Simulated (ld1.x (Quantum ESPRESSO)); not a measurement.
## Ranking TM potentials for iron

All share these settings but for the change named:

| Quantity | Value |
| --- | --- |
| Element | iron |
| Generator | ld1.x (Quantum ESPRESSO) 7.5 |
| Type | norm-conserving Troullier–Martins (Kleinman–Bylander form) |
| Functional | PBEsol |
| Relativity | scalar-relativistic |
| Frozen core | [Ne] 3s2 |
| Valence charge | 14 |
| Reference configuration | 3p6 3d6 4s2 4p0 |
| Partial waves | 3p (bound): rc 1.30 bohr; 3d (bound): rc 1.00 bohr; 4s (bound): rc 2.25 bohr |
| Local potential | the s channel |
| Core correction | none |

Cutoff: the first of the cutoffs (Ry, on a coarse ladder) from which the occupation-weighted sum of valence levels, in a spherical-Bessel basis at the reference potential, stays within 10 and 1 mRy of its value at 400 Ry; the density cutoff is not measured.

The base gives 200 Ry.

Of 8 variants that were run, those that failed, showed a ghost or another fault, or gave nearly equal values are left out.

A variant can come out equal or close to the base.

(1) Rank these variants from softest to hardest (loose cutoff).
A. wave 3d (bound): rc 1.00 bohr becomes 3d (bound): rc 1.36 bohr
B. wave 3p (bound): rc 1.30 bohr becomes 3p (bound): rc 0.98 bohr
C. all radii scaled by about 0.92 (s 2.06, p 1.20, d 0.92 bohr)
D. core [Ar], valence charge 8; reference 3d6 4s1 4p0; waves now 4p (bound): rc 2.40 bohr; 3d (bound): rc 0.85 bohr; 4s (bound): rc 2.15 bohr; core correction Bessel-smoothed model core inside 0.70 bohr

Results:

(1) A (120 Ry), B (200 Ry), C (230 Ry), D (260 Ry).
